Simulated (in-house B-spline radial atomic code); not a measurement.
Ionising Er III (Er2+) with different functionals

Computed with a B-spline radial code for spherical atoms: four-component Dirac-Coulomb Hamiltonian, Fermi nucleus of rms radius 5.2516 fm, spin-restricted, spherical fractional occupations for the functionals, and exact exchange of hybrids averaged over the configuration. The ionisation energy is the difference of two self-consistent energies, [Xe] 4f12 → [Xe] 4f11, without Breit or QED terms; ε is the level of the shell that loses the electron (mean over j). The electron is taken from both j subshells in proportion to 2j + 1, so the result is a j average, not the step between ground levels.

```
   method                    rung  ΔSCF (eV)  -ε(4f) (eV)
BHandHLYP           global hybrid          ?            ?
    B3LYP           global hybrid          ?            ?
     PBE0           global hybrid      25.08        20.08
    HSE06  range-separated hybrid      25.04        19.62
```

Q: What does B3LYP give?

A: ΔSCF 25.34 eV, and -ε(4f) = 19.60 eV.

Q: What does BHandHLYP give?

A: ΔSCF 23.92 eV, and -ε(4f) = 22.73 eV.

Q: Among the functionals, which spreads more, the ΔSCF values or the orbital energies?

A: The orbital energies: ΔSCF values span about 1.42 eV and the orbital energies 3.13 eV.

Q: How do they compare with the NIST value?

A: NIST lists 22.70 eV ± 0.03 (semi-empirical, ground level to ground level). Errors run from +1.22 to +2.64 eV; BHandHLYP is closest (+1.22 eV), but part of that can be cancellation, since the calculations leave out Breit-QED terms, spin polarisation, the choice among j levels, multiplet and fine-structure energies.
